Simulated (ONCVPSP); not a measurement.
**u(r) = r·R(r): atom against pseudo-atom (molybdenum (Mo))**

Columns: radius, all-electron u(r) and pseudo u(r) of the 4d shell (level -10.66 eV) of molybdenum in the configuration [Ar] 3d10 4s2 4p6 4d5; LDA (Perdew-Wang 92), scalar-relativistic, ONCV scheme, ONCVPSP 4.0.1.

```json
{"r (bohr)": "0.085", "all-electron": "-0.0949", "pseudo": "0.0012"}
{"r (bohr)": "0.170", "all-electron": "-0.2749", "pseudo": "0.0095"}
{"r (bohr)": "0.255", "all-electron": "-0.3518", "pseudo": "0.0310"}
{"r (bohr)": "0.340", "all-electron": "-0.3078", "pseudo": "0.0700"}
{"r (bohr)": "0.425", "all-electron": "-0.1868", "pseudo": "0.1272"}
{"r (bohr)": "0.510", "all-electron": "-0.0322", "pseudo": "0.2001"}
{"r (bohr)": "0.595", "all-electron": "0.1275", "pseudo": "0.2839"}
{"r (bohr)": "0.680", "all-electron": "0.2758", "pseudo": "0.3734"}
{"r (bohr)": "0.765", "all-electron": "0.4044", "pseudo": "0.4628"}
{"r (bohr)": "0.850", "all-electron": "0.5106", "pseudo": "0.5458"}
{"r (bohr)": "0.935", "all-electron": "0.5943", "pseudo": "0.6164"}
{"r (bohr)": "1.020", "all-electron": "0.6573", "pseudo": "0.6711"}
{"r (bohr)": "1.105", "all-electron": "0.7022", "pseudo": "0.7099"}
{"r (bohr)": "1.190", "all-electron": "0.7318", "pseudo": "0.7352"}
{"r (bohr)": "1.275", "all-electron": "0.7487", "pseudo": "0.7498"}
{"r (bohr)": "1.360", "all-electron": "0.7555", "pseudo": "0.7557"}
{"r (bohr)": "1.445", "all-electron": "0.7542", "pseudo": "0.7542"}
{"r (bohr)": "1.530", "all-electron": "0.7465", "pseudo": "0.7465"}
{"r (bohr)": "1.615", "all-electron": "0.7340", "pseudo": "0.7339"}
{"r (bohr)": "1.700", "all-electron": "0.7178", "pseudo": "0.7177"}
{"r (bohr)": "1.785", "all-electron": "0.6988", "pseudo": "0.6987"}
{"r (bohr)": "1.870", "all-electron": "0.6778", "pseudo": "0.6778"}
{"r (bohr)": "1.955", "all-electron": "0.6555", "pseudo": "0.6554"}
{"r (bohr)": "2.040", "all-electron": "0.6322", "pseudo": "0.6322"}
{"r (bohr)": "2.125", "all-electron": "0.6085", "pseudo": "0.6084"}
{"r (bohr)": "2.210", "all-electron": "0.5845", "pseudo": "0.5845"}
```

(1) How many radial nodes do the two functions have?

(2) At about which radius was the pseudo-wave matched?

(3) Is the pseudo-wave norm-conserving?

Results:

(1) The all-electron 4d function has n − l − 1 = 1; the pseudo-wave has 0, since the states of the same l below it are removed with the core.

(2) 1.55 bohr. The columns agree to 0.0005 from 1.36 bohr on; several derivatives are matched, so the curves merge somewhat inside the radius.

(3) Yes: the ONCV scheme keeps the norm inside the radius equal to the all-electron one, which fixes the energy derivative of the logarithmic derivative at the level.
